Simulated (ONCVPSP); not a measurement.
**PBE ONCV dataset for nitrogen (N), scalar-relativistic all-electron reference.**

```
Element                 : N
Generator               : ONCVPSP 4.0.1
Type                    : optimised norm-conserving Vanderbilt (ONCV)
Functional              : PBE
Relativity              : scalar-relativistic
Frozen core             : none
Valence charge          : 7
Reference configuration : 1s2 2s2 2p2.5 (charge +0.5)
Partial waves           : 1s+2s: rc 0.40 bohr, ncon 3, nbas 6, qcut 23.4 1/bohr, 2 projectors; 2p: rc 2.35 bohr, ncon 4, nbas 8, qcut 5.5 1/bohr, 2 projectors, debl 1.9 Ha; d scattering state at 0.09 Ha: rc 2.55 bohr, ncon 4, nbas 9, qcut 4.3 1/bohr, 2 projectors, debl 1 Ha
Local potential         : polynomial inside 0.30 bohr (lpopt 4, dvloc0 2 Ha)
Core correction         : none
```

Poles of the logarithmic derivatives, all-electron (AE) and pseudo (PS). s: poles at -9.0 (AE) and -9.0 (PS) Ha. p: poles at -0.3, 2.4 (AE) and -1.2, -0.3, 2.5 (PS) Ha. d: poles at 1.4, 4.4 (AE) and -1.6, 1.4 (PS) Ha. Test radii: s 0.41, p 2.39, d 2.60 bohr.

- Cutoffs needed: 271 Ha and 684 Ha (the cutoffs (Ha) at which the residual kinetic energy of the hardest occupied pseudo-wave falls to 1 and 0.1 mHa per electron)
- Ghost test: ghosts flagged at negative energy: p at -31.9 eV, d at -43.4 eV; no localised positive-energy state flagged; a true bound ghost makes a file unfit for plane-wave use
- Configuration tests: 1 of 4 tests not solved or not reliable
